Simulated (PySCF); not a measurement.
## Steps of a relaxation of [PbCl3(NH3)]+

[PbCl3(NH3)]+ (singlet). PySCF 2.14.0, RKS PBE0, Pb def2-SVP with ECP60, Cl def2-SVP, N def2-SVP, H def2-SVP; non-relativistic Hamiltonian with scalar-relativistic core potentials where named; density fitting; no spin-orbit coupling. Origin of the start: displaced along the imaginary mode. Columns: position (Å) and force (eV/Å). Energies are counted from the last step; some of the 19 steps are shown. Forces carry noise of the integration grid, about 0.01 to 0.03 eV/Å.

Run from Python with OMP_NUM_THREADS=2. Where DIIS fails, smearing, a level shift and second-order steps follow.
It took 2.8 min on 2 threads of Intel(R) Xeon(R) Platinum 8259CL CPU @ 2.50GHz (Skylake/Cascade Lake) (shared host), from the converged density of the start.

```xyz
8
step 0  E = 0.069 eV
Pb    0.0053   -0.0053    0.0053    -0.03    0.03   -0.03
Cl    1.1788    1.7053    1.1746     0.01    0.00    0.00
Cl   -1.7053   -1.1746    1.1788     0.00    0.00    0.01
Cl    1.1746   -1.1788   -1.7053     0.00   -0.01    0.00
N    -1.3571    1.3571   -1.3571    -0.56    0.56   -0.56
H    -2.1401    1.7866   -0.7938     0.84   -0.45   -0.72
H    -0.7938    2.1401   -1.7866    -0.72   -0.84    0.45
H    -1.7866    0.7938   -2.1401     0.45    0.72    0.84
```

```xyz
8
step 6  E = 0.007 eV
Pb    0.0034   -0.0034    0.0034     0.01   -0.01    0.01
Cl    1.2294    1.7081    1.1176     0.00    0.00    0.00
Cl   -1.7081   -1.1176    1.2294     0.00    0.00    0.00
Cl    1.1176   -1.2294   -1.7081     0.00    0.00    0.00
N    -1.3560    1.3560   -1.3560    -0.07    0.07   -0.07
H    -2.2190    1.6271   -0.8643     0.12   -0.04   -0.10
H    -0.8643    2.2190   -1.6271    -0.10   -0.12    0.04
H    -1.6271    0.8643   -2.2190     0.04    0.10    0.12
```

```xyz
8
step 12  E = 0.002 eV
Pb    0.0034   -0.0034    0.0034    -0.01    0.01   -0.01
Cl    1.3018    1.7009    1.0444     0.00    0.00    0.00
Cl   -1.7009   -1.0444    1.3018     0.00    0.00    0.00
Cl    1.0444   -1.3018   -1.7009     0.00    0.00    0.00
N    -1.3585    1.3585   -1.3585    -0.03    0.03   -0.03
H    -2.3128    1.4222   -0.9796     0.10   -0.01   -0.06
H    -0.9796    2.3128   -1.4222    -0.06   -0.10    0.01
H    -1.4222    0.9796   -2.3128     0.01    0.06    0.10
```

**Question.** Where does the relaxation end?

**Answer.** It converges at step 18 in C3:
```xyz
8
step 18  E = 0
Pb    0.0022   -0.0022    0.0022
Cl    1.3385    1.6983    1.0003
Cl   -1.6983   -1.0003    1.3385
Cl    1.0003   -1.3385   -1.6983
N    -1.3566    1.3566   -1.3566
H    -2.3385    1.3104   -1.0615
H    -1.0615    2.3385   -1.3104
H    -1.3104    1.0615   -2.3385
```

**Question.** How did the contacts change?

**Answer.** 
```json
{"contact": "Pb1–Cl2 (Cl)", "start (Å)": "2.381", "end (Å)": "2.382"}
{"contact": "Pb1–Cl3 (Cl)", "start (Å)": "2.381", "end (Å)": "2.382"}
{"contact": "Pb1–Cl4 (Cl)", "start (Å)": "2.381", "end (Å)": "2.382"}
{"contact": "Pb1–N5 (NH3)", "start (Å)": "2.360", "end (Å)": "2.354"}
```
